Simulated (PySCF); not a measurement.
Two-component Hartree-Fock for Er(46+) (erbium, charge +46)

Start: [Ar] 3d4; 3d3/2 filled at m_j = -3/2, -1/2, +1/2, +3/2. Calculated with PySCF 2.14 in an uncontracted even-tempered set (16 s from 11 bohr⁻², ratio 2.8; 12 p from 15 bohr⁻², ratio 2.8; 8 d from 15 bohr⁻², ratio 2.8; 3 f from 48 bohr⁻², ratio 3): generalised Hartree-Fock with the X2C-1e Hamiltonian and a Gaussian nucleus; one run each with spin-orbit coupling (SO) switched off, then screened by Boettger's factors.

```
spinor shell  electrons  ε, spin-free (eV)  ε, screened SO (eV)  weight of nominal j (screened SO)  rms radius, screened SO (bohr)
       1s1/2          2           -60520.2             -60502.0                              1.000                          0.0231
       2s1/2          2           -12500.5             -12492.5                              1.000                          0.0929
       2p1/2          2           -11373.4             -12038.8                              1.000                          0.0793
       2p3/2          4           -11373.4             -11086.2                              1.000                          0.0857
       3s1/2          2            -4607.4              -4604.8                              1.000                           0.230
       3p1/2          2            -4252.5              -4427.8                              1.000                           0.220
       3d3/2          4            -3903.7              -3921.1                              1.000                           0.201
```

(1) Where does 3p3/2 lie, and what is the 3p spin-orbit splitting (screened SO)?

| quantity | spin-free | screened SO |
| --- | --- | --- |
| E (hartree) | -11298.32489 | -11312.48268 |
| M_J | 0 | 0 |
| ⟨J²⟩ | 4.001 | 0.000 |
| ⟨L²⟩ | 6.001 | 2.440 |
| ⟨S²⟩ | 6.000 | 2.440 |

Breit and QED terms are absent; they matter most for the inner s and p1/2 levels.

Densities and radii are taken from the X2C orbitals without a picture-change correction, which distorts them close to the nucleus.

Without spin-orbit coupling the j labels of p, d and f shells carry no meaning; the spin-free column gives the mean over the occupied spinors of each nl shell, and its ⟨J²⟩ belongs to a mixture of degenerate components.

## Answers

(1) At -4175.3 eV, 252.53 eV above 3p1/2.
